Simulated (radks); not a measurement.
Correlation energies from several functionals, in hartree. Species: Li2+ 1s1; Cd+ [Kr] 4d10 5s1. All-electron calculation, non-relativistic Kohn-Sham, PBE, spin-polarised, spherical densities, point nucleus. Program: a radial shooting solver on a logarithmic mesh with Libxc functionals. Every spin shell is full or empty, so the densities are truly spherical. Functionals are evaluated on that one density, not self-consistently.

\begin{tabular}{lrr}
functional & Li2+ & Cd+ \\ \hline
PW92 & -0.034134 & -4.5072 \\
PZ & -0.034259 & -4.5046 \\
Wigner & 0 & -2.5028 \\
PBE & -0.0061611 & -2.5097 \\
PBEsol & -0.0085577 & -2.8398 \\
LYP & 0 & -2.3926 \\
AM05 & -0.029805 & -4.1974 \\
SCAN & 0 & -2.5053 \\
\end{tabular}
